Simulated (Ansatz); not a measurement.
`[GeH3]/[CH]=C\Br` + `O[SiH3]` → `[SiH3]O/C=C\Br` + GeH₄  (substitution at a C–Ge bond)

Calculated with Ansatz (gas phase, PBE0-D4/def2-TZVP geometries, no zero-point term in ΔE). CCSD(T)/CBS is the MP2 limit (def2-TZVPP, def2-QZVPP) plus CCSD(T) − MP2 in def2-TZVPP, frozen cores. Double bonds are as drawn, so ΔE can hold a change between cis and trans. DFT in def2-TZVPP. B3LYP here is the variant with VWN-RPA as its local correlation; programs differ in this. For Br, Ge outer-core shells are correlated without core-valence functions, which leaves a few kJ/mol of doubt a bond. Scalar relativity is left out up to krypton. One conformer a species, not always the lowest.

```
             level  ΔE (kcal/mol)  difference from CCSD(T)/CBS
            PBE-D4           11.4                         -3.9
         r2SCAN-D4           11.9                         -3.4
           PBE0-D4           11.8                         -3.5
          B3LYP-D4           11.1                         -4.2
           ωB97M-V           12.7                         -2.6
            B2PLYP           12.7                         -2.6
               PBE           11.3                         -4.0
              PBE0           11.8                         -3.5
             B3LYP           10.8                         -4.5
    MP2/def2-TZVPP           16.2                          0.9
CCSD(T)/def2-TZVPP           14.4                         -0.9
     HF/def2-QZVPP           10.2                         -5.1
    MP2/def2-QZVPP           16.6                          1.3
SCS-MP2/def2-QZVPP           15.3                          0.0
      HF/CBS(def2)           10.2                         -5.1
    CCSD/CBS(def2)           15.0                         -0.3
       CCSD(T)/CBS           15.3                            0
```

Largest T1 diagnostic among the species: 0.012.

In def2-TZVPP, CCSD(T) changes the Hartree–Fock value by +3.7 kcal/mol (the triples alone add +0.2 kcal/mol) and MP2 by +5.6 kcal/mol.
